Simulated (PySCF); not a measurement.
This script is equivalent to a calculation on Tc²⁺ (technetium, charge +2).

```python
from pyscf import gto, scf, dft, mp, cc
import basis_set_exchange as bse
mol = gto.M(atom="Tc 0 0 0", charge=2, spin=5, symmetry="D2h",
            basis=gto.basis.parse(bse.get_basis("x2c-QZVPPall", elements=["Tc"], fmt="nwchem")),
            nucmod="G")
mf = dft.UKS(mol, xc="R2SCAN").sfx2c1e()
mf.irrep_nelec = {'Ag': (8, 6), 'B1g': (2, 1), 'B2g': (2, 1), 'B3g': (2, 1), 'B1u': (3, 3), 'B2u': (3, 3), 'B3u': (3, 3)}
mf.kernel()
```

(1) What total energy does it give?

(2) Which occupied shell lies highest, and where?

(3) What is ⟨S²⟩, and what would a pure spin state give?

Answers

(1) -4284.52 hartree (calculated).

(2) 4d α, at -24.138 eV.

(3) 8.751, against 8.75.
